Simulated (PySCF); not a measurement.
SMILES N[SiH2]c1ccc([SiH3])cc1, GFN2-xTB optimised geometry.

```
20

Si    -2.63    -4.06    -5.23
C     -2.00    -3.10    -3.74
C     -2.76    -2.07    -3.17
C     -2.29    -1.35    -2.09
C     -1.05    -1.62    -1.52
C     -0.30    -2.64    -2.09
C     -0.76    -3.37    -3.17
Si    -0.43    -0.67     0.00
N     -0.88    -1.36     1.52
H     -4.09    -4.11    -5.19
H     -2.19    -3.40    -6.46
H     -2.09    -5.42    -5.18
H     -3.73    -1.83    -3.59
H     -2.90    -0.55    -1.68
H      0.68    -2.88    -1.67
H     -0.15    -4.16    -3.58
H     -1.03     0.67     0.00
H      1.03    -0.67     0.00
H     -0.47    -2.24     1.78
H     -1.85    -1.35     1.79
```

Density from PySCF with PBE0/def2-SVP at that geometry.

Minimum of the electron density along straight lines between bonded atoms, close to the bond critical point (lines longer than 1.1 times the sum of covalent radii, or with two minima, are not listed):

```
bond     length / Å  ρ at the minimum / e bohr⁻³  ∇²ρ there / e bohr⁻⁵  position (fraction from the first atom)
-------  ----------  ---------------------------  --------------------  ---------------------------------------
Si1–C2        1.884                        0.113                  0.34                                     0.38
C2–C3         1.392                        0.306                 -0.77                                     0.50
C3–C4         1.382                        0.314                 -0.81                                     0.50
C4–C5         1.392                        0.306                 -0.77                                     0.51
C5–C6         1.392                        0.306                 -0.77                                     0.50
C2–C7         1.392                        0.306                 -0.77                                     0.50
C6–C7         1.382                        0.314                 -0.81                                     0.50
C5–Si8        1.896                        0.112                  0.33                                     0.62
Si8–N9        1.728                        0.122                  0.73                                     0.40
Si1–H10       1.465                        0.117                  0.32                                     0.49
Si1–H11       1.467                        0.116                  0.32                                     0.49
Si1–H12       1.465                        0.117                  0.32                                     0.49
C3–H13        1.082                        0.283                 -1.07                                     0.63
C4–H14        1.082                        0.283                 -1.07                                     0.63
C6–H15        1.082                        0.283                 -1.07                                     0.63
C7–H16        1.082                        0.283                 -1.07                                     0.63
Si8–H17       1.463                        0.118                  0.32                                     0.49
Si8–H18       1.463                        0.118                  0.32                                     0.49
N9–H19        1.008                        0.332                 -1.53                                     0.76
N9–H20        1.008                        0.332                 -1.53                                     0.76
```
